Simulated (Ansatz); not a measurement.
```yaml
crystal:
  periodic: [false, false, false]
  atoms:
    - {symbol: O, position_ang: [-0.407200, -3.054829, 0.137251]}
    - {symbol: Si, position_ang: [0.659288, -2.024935, -0.562555]}
    - {symbol: C, position_ang: [0.284328, -0.281829, -0.130904]}
    - {symbol: C, position_ang: [0.020680, 0.873480, 0.137509]}
    - {symbol: Si, position_ang: [-0.341928, 2.599076, 0.583184]}
    - {symbol: F, position_ang: [-1.298743, 3.236439, -0.523483]}
    - {symbol: H, position_ang: [-1.340407, -2.932099, -0.042247]}
    - {symbol: H, position_ang: [0.633096, -2.108650, -2.043921]}
    - {symbol: H, position_ang: [1.990102, -2.381506, -0.030541]}
    - {symbol: H, position_ang: [0.914237, 3.378120, 0.614930]}
    - {symbol: H, position_ang: [-1.048152, 2.639732, 1.881580]}
basis:
  gaussian: {orbitals: aug-cc-pVDZ}
hamiltonian: {xc: {name: PBE0}, dispersion: d3bj}
output: {forces: true}
```

```sh
$ ansatz run in.yaml --threads 4 --pin off --events-out ev --progress --plain --max-ram 10444MiB
```

Shortened log:

```
Functional definition: PBE0
1885 factors; integrals over basis functions are off by at most 7.8e-4 eV
mean field evaluation 1: about -22652.8962 eV, gradient 6.8e1 eV
mean field evaluation 2: about -22643.2172 eV, gradient 9.7e1 eV
mean field evaluation 4: about -22662.1131 eV, gradient 5.4e0 eV
mean field evaluation 8: about -22662.2356 eV, gradient 7.6e-1 eV
mean field evaluation 16: about -22662.2370 eV, gradient 9.2e-5 eV
mean field -22662.23697227 eV, -832.8218477150 hartree, gradient 1.8e-5 eV, S^2 0.000000; 0 other end points of the search recorded, 0 dependent functions left out
reference -22662.23704488 eV, -832.8218503835 hartree; 31, 31 occupied and 160, 160 virtual orbitals, 1885 factors
Total energy: -22662.44402722 eV, -832.8294568440 hartree
Atom 0 at    -0.407200    -3.054829     0.137251 Å, force    -0.789611    -0.892387     0.622637 eV/Å
Atom 1 at     0.659288    -2.024935    -0.562555 Å, force     0.754212     0.653602    -0.553101 eV/Å
Atom 2 at     0.284328    -0.281829    -0.130904 Å, force     0.182344    -0.758286    -0.164252 eV/Å
Atom 3 at     0.020680     0.873480     0.137509 Å, force    -0.185606     0.745984     0.150919 eV/Å
Atom 4 at    -0.341928     2.599076     0.583184 Å, force     0.850362    -0.457860     1.051274 eV/Å
Atom 5 at    -1.298743     3.236439    -0.523483 Å, force    -0.974658     0.642686    -1.133472 eV/Å
Atom 6 at    -1.340407    -2.932099    -0.042247 Å, force    -0.081172     0.019726    -0.028121 eV/Å
Atom 7 at     0.633096    -2.108650    -2.043921 Å, force    -0.005078    -0.022495    -0.212619 eV/Å
Atom 8 at     1.990102    -2.381506    -0.030541 Å, force     0.181961    -0.061257     0.088151 eV/Å
Atom 9 at     0.914237     3.378120     0.614930 Å, force     0.177447     0.119338    -0.004123 eV/Å
Atom 10 at    -1.048152     2.639732     1.881580 Å, force    -0.110202     0.010948     0.182709 eV/Å
Dipole moment:    -0.017150    -0.074233     0.060170 e Å
```

Hardware: 4 threads of an Arm Neoverse V2 on a shared host. Wall time 4.6 s, peak host memory 0.61 GiB.
